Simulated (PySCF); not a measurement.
CH₄MgOS, SMILES C[O][Mg][SH]. Atoms are numbered in the order given.

```xyz
8

Mg     0.0072     0.0641     0.0749
O      0.2068    -0.9873    -1.3331
C      0.3646    -1.8054    -2.4348
H     -0.1473    -1.3990    -3.3310
H      1.4322    -1.9353    -2.7058
H     -0.0483    -2.8201    -2.2611
S     -0.2298     1.4442     1.9072
H     -1.4892     1.0086     2.1569
```
Charge 0, spin multiplicity 1.

The structure is a stationary point at B3LYP-D3(BJ)/def2-SVP. The values are those of a single conformer.

The numbers are results of B3LYP/pcJ-1 (PySCF), not measurements.

Isotropic couplings with Fermi-contact, spin-dipole and both spin-orbit terms, one fixed conformer, no vibrational averaging. Isotopes: 13C, 1H.

Computed spin–spin coupling constants:
```tsv
pair	bonds apart	J (Hz)
C3–H4	1	142.3
C3–H5	1	142.4
C3–H6	1	142.2
H4–H5	2	-10.6
H4–H6	2	-10.6
H5–H6	2	-10.7
```
